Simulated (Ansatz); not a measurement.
Ideal-gas functions of CH5GaOSe (`C[O][GaH][SeH]`) at 600 K and 1 bar, from an Ansatz frequency run at PBE0-D4/def2-TZVP.

Molar mass 181.73 g/mol, point group Cs (symmetry number 1), electronic degeneracy 1, moments of inertia 47.82, 439.616, 484.268 u Å². Harmonic wavenumbers (cm⁻¹, unscaled): 88, 89, 95, 225, 255, 311, 467, 536, 631, 644, 1127, 1177, 1205, 1478, 1488, 1501, 2007, 2444, 2993, 3058, 3076.

Use S(trans) = R[1.5 ln M + 2.5 ln T − 1.1517]; rotational temperatures θ = 24.2544 K / I; S(rot) = R[ln(√π/σ · √(T³/θAθBθC)) + 1.5]; for each mode x = 1.438777 ν̃/T, S = R[x/(eˣ − 1) − ln(1 − e⁻ˣ)] and H = RT x/(eˣ − 1); 1 cm⁻¹ = 0.0119627 kJ/mol; R = 8.31446 J/(mol·K).

Question: By hand: the entropy, in J/(mol·K).

Answer: Translation 188.3. Rotation: θ = 0.5072, 0.0552, 0.0501 K, giving 124.3. Vibration, mode by mode: 21.27, 21.17, 20.63, 13.54, 12.53, 10.94, 7.79, 6.78, 5.62, 5.48, 2.19, 1.99, 1.89, 1.12, 1.10, 1.07, 0.40, 0.16, 0.05, 0.05, 0.04, in all 135.8. Electronic 0.0. Sum 448.4 J/(mol·K).

Question: By hand: H − E and G − E in kJ/mol, counted from the electronic energy.

Answer: Zero-point energy ½ × 24895 × 0.0119627 = 148.9; thermal vibration 38.1; translation, rotation and pV give 4 RT = 20.0. H − E = 207.0 kJ/mol, and G − E = 207.0 − 600 × 448.4/1000 = -62.0 kJ/mol.

Vibration gives 30 % of the entropy, 63.1 J/(mol·K) of it from the modes under 150 cm⁻¹: soft modes count most, and the harmonic formula is weakest for them. The sum counts one conformer and one mirror image; others add a mixing term.
